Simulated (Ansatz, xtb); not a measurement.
# Relaxing a trial structure of H3PSiSn

The starting geometry of this gas-phase singlet was built from a drawn formula by distance geometry and a force field; its bonds are those of `[Si]=[PH]=[SnH2]`.

```xyz
6

P    -0.3663    1.0999   -1.3187
Si   -1.7755    2.3170   -1.9209
Sn   -0.9694   -0.0134    0.5392
H     0.7667    1.8771   -0.9495
H    -2.6489   -0.3924    0.8359
H     0.2672   -0.5081    1.7705
```

Problem. Where would you expect an optimisation with r2SCAN-D4/def2-SVP to take it?

Solution. New bonds form, giving a structure with H5 bridging Sn3 and Si2, H6 bridging Si2 and Sn3, given below by its coordinates. Distances that change by over a tenth: P1–Si2 (1.96 → 2.35 Å), P1–Sn3 (2.25 → 2.54 Å), Sn3–H5 (1.75 → 2.20 Å), Sn3–H6 (1.81 → 2.16 Å). Contacts that close: Si2–Sn3 (3.48 → 2.74 Å), Si2–H5 (3.96 → 1.61 Å), Si2–H6 (5.08 → 1.61 Å).

The energy falls by 4.33 eV over 23 steps:

| step | E − E(last) (eV) |
| --- | --- |
| 1 | 4.334 |
| 3 | 2.682 |
| 6 | 2.097 |
| 8 | 1.873 |
| 11 | 1.178 |
| 13 | 0.745 |
| 16 | 0.559 |
| 18 | 0.190 |
| 21 | 0.000 |
| 23 | 0.000 |

Final geometry (Å):

```yaml
atoms:
  - { symbol: P, position_ang: [-0.2754, 0.8694, -1.6561] }
  - { symbol: Si, position_ang: [-1.6725, 1.6363, 0.0707] }
  - { symbol: Sn, position_ang: [-0.4608, -0.8116, 0.2441] }
  - { symbol: H, position_ang: [0.9270, 1.4534, -1.1360] }
  - { symbol: H, position_ang: [-2.4034, 0.2039, 0.1208] }
  - { symbol: H, position_ang: [-0.8412, 1.0289, 1.3130] }
```

From the same start GFN2-xTB ends elsewhere, differing in Si2–Sn3 (3.70 against 2.74 Å here), Si2–H6 (4.47 against 1.61 Å here), Sn3–H5 (3.95 against 2.20 Å here).

The end wasn't checked by frequencies. Atoms past krypton carry core potentials, without spin–orbit terms. Run with Ansatz 0.2.0, 74 s on 1 thread of Intel(R) Xeon(R) Platinum 8259CL CPU @ 2.50GHz (Skylake/Cascade Lake), on a shared host.
